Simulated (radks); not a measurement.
Species: I2+. Configuration: [Kr] 4d10 5s2 5p2 6f1 (not the ground configuration).

Method: non-relativistic Kohn-Sham, PBE, spin-polarised, spherical densities, point nucleus; open shells are filled with parallel spins first (spin-orbit coupling, left out, can overturn this in heavy ions); relativity is left out, which matters for an element this heavy; computed with a radial shooting solver on a logarithmic mesh with Libxc functionals.

Energy parts (eV):
total: -188249.200
kinetic: 188182.348
electron-nucleus: -445484.620
Hartree: 73816.891
exchange-correlation: -4763.820

Orbitals (lengths in bohr, moments of r in powers of bohr; r(90%) holds 90 % of the orbital's charge):
orbital  occ.  eigenvalue (eV)  r(90%)   <1/r>
1s up       1        -31676.51  0.0510   52.47
1s down     1        -31676.43  0.0510   52.47
2s up       1        -4796.808   0.190   12.04
2s down     1        -4796.773   0.190   12.04
2p up       3        -4509.459   0.170   12.05
2p down     3        -4509.391   0.170   12.05
3s up       1        -988.8599   0.480   4.393
3s down     1        -988.7798   0.480   4.393
3p up       3        -868.0441   0.476   4.319
3p down     3        -867.9533   0.476   4.319
3d up       5        -643.5190   0.453   4.187
3d down     5        -643.4352   0.453   4.187
4s up       1        -195.4042    1.11   1.793
4s down     1        -195.1907    1.11   1.793
4p up       3        -153.1408    1.18   1.692
4p down     3        -152.9097    1.17   1.692
4d up       5         -81.0990    1.39   1.451
4d down     5         -80.7556    1.38   1.455
5s up       1         -42.1270    2.72  0.6802
5s down     1         -40.1704    2.72  0.6852
5p up       2         -31.7823    3.08  0.6001
5p down     0         -29.7643    3.11  0.6000
6f up       1          -4.0042    15.9  0.1497

The highest occupied level is 6f up at -4.004 eV. The configuration is held as typed, so some empty levels lie below it. Summed over all electrons, <r^2> = 179.5 bohr^2, which gives a Langevin (diamagnetic) susceptibility term of -142 x 10^-6 cm^3/mol. The electron density at the nucleus is 1.051e+05 e/bohr^3. The density falls to 0.001 e/bohr^3 at r = 3.77 bohr.
